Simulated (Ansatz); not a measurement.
Molecule: C₆H₁₂, charge 0, multiplicity 1. 
Geometry from a B3LYP-D3(BJ)/def2-TZVP (Ansatz, an electronic-structure program) optimisation:
SMILES: C/C=C(\C)CC
```xyz
18

C      2.5502    -0.1771    -0.0255
C      1.1385    -0.6427    -0.2035
C      0.0217     0.0875    -0.2338
C     -0.0183     1.5844    -0.0976
C     -1.3205    -0.5801    -0.4097
C     -2.2463    -0.4397     0.8042
H      2.9950    -0.6248     0.8686
H      3.1716    -0.4886    -0.8706
H      2.6355     0.9038     0.0707
H      1.0275    -1.7183    -0.3188
H     -0.6057     2.0243    -0.9093
H      0.9697     2.0385    -0.1149
H     -0.5032     1.8830     0.8358
H     -1.8222    -0.1511    -1.2853
H     -1.1681    -1.6399    -0.6246
H     -2.4876     0.6042     1.0104
H     -1.7772    -0.8581     1.6971
H     -3.1869    -0.9675     0.6363
```

Computed values are from Ansatz. Correlated levels leave the core frozen unless marked. UHF or UKS for open shells. No spin-orbit coupling. No relativistic terms. CBS marks a two-point X^-3 extrapolation of the correlation energy; Hartree-Fock from the larger set.

**Question.** What is the total energy at CCSD(T)/CBS(cc-pVTZ,cc-pVQZ)?

**Answer.** -235.5162 Eh.

**Question.** What is the T1 diagnostic at CCSD/cc-pVQZ?

**Answer.** 0.010.

**Question.** What is the atomisation energy De at CCSD(T)/CBS(cc-pVTZ,cc-pVQZ)?

**Answer.** 7298.7 kJ/mol.

**Question.** What is the dipole moment at CCSD(T)/aug-cc-pVDZ?

**Answer.** 0.15 D.
